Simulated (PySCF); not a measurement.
## SF₆ → SF₄ + F₂

Level: PBE0 in the def2-TZVP basis family, all electrons, no relativity, computed in PySCF with density fitting; open shells unrestricted.

```
species                                                                             state and structure  ZPE (kJ/mol)  H(298 K) − H(0) (kJ/mol)  S° (J/(mol K))
    SF₆                                                                   singlet, Oh, S–F 1.565 Å (×6)          56.0                      17.0           292.0
    SF₄  singlet, C2v, S–F 1.553 Å (×2), S–F 1.649 Å (×2); F–S–F 87.6° (×4), F–S–F 101.3°, F–S–F 172.5°          31.0                      15.0           294.6
     F₂                                                                       singlet, D∞h, F–F 1.376 Å           6.6                       8.7           201.9
```

**Question.** Is the gas-phase reaction uphill or downhill in electronic energy at this level, and by how much?

**Answer.** At PBE0/def2-TZVP, ΔE = 461.3 kJ/mol, uphill. 

**Question.** Add zero-point, thermal and entropy terms for 298.15 K and 1 bar.

**Answer.** ΔZPE = -18.4 and Δ[H(298) − H(0)] = 6.7 kJ/mol give ΔH° = 449.6 kJ/mol. ΔS° = 204.5 J/(mol K), so ΔG° = 449.6 − 298.15 × (0.2045) = 389 kJ/mol. ΔG° would change sign near 2200 K if ΔH° and ΔS° stayed fixed.

Only the bonding shown was studied: isomers, or loss of a ligand pair, can lie lower.
